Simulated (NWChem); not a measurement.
System meant: H$_{2}$SeS$_{2}$; SMILES S[Se]S

NWChem input:

```
start job
memory heap 200 mb stack 900 mb global 1100 mb
geometry units angstroms noautoz
  Se     0.000000     0.000000     0.796168
  S      1.787398    -0.106259    -0.544011
  H      1.968008     1.221630    -0.737543
  S     -1.787398     0.106259    -0.544011
  H     -1.968008    -1.221630    -0.737543
end
basis spherical
  * library def2-svp
end
dft
  xc xpbe96 cpbe96
  iterations 4
  mulliken
end
task dft energy
```

End of the output:

```
    Atom       Charge   Shell Charges
 -----------   ------   -------------------------------------------------------
    1 Se  34    34.04   2.00  2.00  1.96  1.18  0.69  5.99  5.79  1.96  2.25  7.82  2.04  0.33
    2 S   16    15.96   2.00  1.95  1.03  0.71  5.80  1.87  2.53  0.07
    3 H    1     1.02   0.62  0.31  0.08
    4 S   16    15.96   2.00  1.95  1.03  0.71  5.80  1.87  2.53  0.07
    5 H    1     1.02   0.62  0.31  0.08

 center of mass
 --------------
 x =  -0.00000000 y =   0.00000000 z =   0.11893029

 moments of inertia (a.u.)
 ------------------
         245.158789088684          -0.000000000000          -0.000000000000
          -0.000000000000         991.066719389443           0.000000000000
          -0.000000000000           0.000000000000         770.725074574267

     Multipole analysis of the density
     ---------------------------------

     L   x y z        total         alpha         beta         nuclear
     -   - - -        -----         -----         ----         -------
     0   0 0 0     -0.000000    -34.000000    -34.000000     68.000000

     1   1 0 0     -0.000000     -0.000000     -0.000000     -0.000000
     1   0 1 0      0.000000      0.000000      0.000000      0.000000
     1   0 0 1     -0.019017     -0.009509     -0.009509     -0.000000

     2   2 0 0    -32.839933   -212.717424   -212.717424    392.594916
     2   1 1 0      3.238547     -2.772931     -2.772931      8.784408
     2   1 0 1     -0.000000     -0.000000     -0.000000     -0.000000
     2   0 2 0    -31.893008    -21.995394    -21.995394     12.097780
     2   0 1 1      0.000000      0.000000      0.000000      0.000000
     2   0 0 2    -33.461254    -72.304953    -72.304953    111.148651

 ------------------------------------------------------------------------
 dft energy failed                                                                                  0
 ------------------------------------------------------------------------
 ------------------------------------------------------------------------
  current input line :
    18: task dft energy
 ------------------------------------------------------------------------
 ------------------------------------------------------------------------
 This type of error is most commonly associated with calculations not reaching convergence criteria
 ------------------------------------------------------------------------
 For more information see the NWChem manual at https://nwchemgit.github.io

0:dft energy failed:Received an Error in Communication
```

Find the fault in this run and fix the input.

Convergence was not reached. Cause: the SCF was allowed too few iterations. This input runs:
```
start job
memory heap 200 mb stack 900 mb global 1100 mb
geometry units angstroms noautoz
  Se     0.000000     0.000000     0.796168
  S      1.787398    -0.106259    -0.544011
  H      1.968008     1.221630    -0.737543
  S     -1.787398     0.106259    -0.544011
  H     -1.968008    -1.221630    -0.737543
end
basis spherical
  * library def2-svp
end
dft
  xc xpbe96 cpbe96
  iterations 150
  mulliken
end
task dft energy
```
It converges to -3197.90852 Ha (PBE/def2-SVP).
